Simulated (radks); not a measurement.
Values are calculated unless marked as measured or tabulated.
Q: The mean radii <r> (bohr) of the occupied orbitals of an atom or ion are listed with their occupations. Level of theory: Dirac Kohn-Sham, PBE, spin-unpolarised, spherical densities, point nucleus (a radial shooting solver on a logarithmic mesh with Libxc functionals).

| orbital | occ. | <r> |
|---|---|---|
| 1s1/2 | 2 | 0.01773 |
| 2s1/2 | 2 | 0.07424 |
| 2p1/2 | 2 | 0.06130 |
| 2p3/2 | 4 | 0.06950 |
| 3s1/2 | 2 | 0.1933 |
| 3p1/2 | 2 | 0.1835 |
| 3p3/2 | 4 | 0.1986 |
| 3d3/2 | 4 | 0.1734 |
| 3d5/2 | 6 | 0.1781 |
| 4s1/2 | 2 | 0.4317 |
| 4p1/2 | 2 | 0.4357 |
| 4p3/2 | 4 | 0.4693 |
| 4d3/2 | 4 | 0.4825 |
| 4d5/2 | 6 | 0.4938 |
| 5s1/2 | 2 | 1.007 |
| 5p1/2 | 2 | 1.101 |
| 4f5/2 | 6 | 0.5526 |
| 4f7/2 | 8 | 0.5608 |
| 5p3/2 | 4 | 1.202 |
| 5d3/2 | 4 | 1.779 |
| 6s1/2 | 2 | 2.992 |
| 5d5/2 | 2 | 1.865 |

Name the element and its charge. Open shells, if any, fill j = l - 1/2 first.

A: Z = 76, osmium, charge 0: Os in [Xe] 4f14 5d6 6s2. The 1s radius gives Z: for a bare nucleus <r> = (2 gamma + 1)/(2Z) with gamma = sqrt(1 - (Z/c)^2), 0.01753 bohr for Z = 76, and screening makes it slightly larger (0.01773 here). The occupations add up to 76, and the charge is Z minus that.
